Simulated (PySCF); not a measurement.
Al(Cl)(H)(OSiH3) (AlClH₄OSi), SMILES [SiH3][O][AlH][Cl]. Atoms are numbered in the order given.

```xyz
8

Al     0.8806    -0.7410     0.0000
Cl    -0.6227    -2.2120     0.0000
H      2.3890    -1.1499     0.0000
O      0.4225     0.8849     0.0000
Si    -0.3489     2.3500     0.0000
H      0.0415     3.1220    -1.2145
H     -1.8291     2.1634     0.0000
H      0.0415     3.1220     1.2145
```

Geometry optimised at B3LYP-D3(BJ)/def2-SVP. Other conformers were not sampled.

Calculation: PySCF with ωB97X/def2-TZVP.

Atomic charges (e):

```
atom  Mulliken    IAO  Löwdin
----  --------  -----  ------
Al1       0.54   1.06   -0.17
Cl2      -0.26  -0.37    0.28
H3       -0.10  -0.22   -0.11
O4       -0.35  -0.92   -0.02
Si5       0.31   0.93    0.18
H6       -0.05  -0.16   -0.05
H7       -0.04  -0.16   -0.05
H8       -0.05  -0.16   -0.05
```
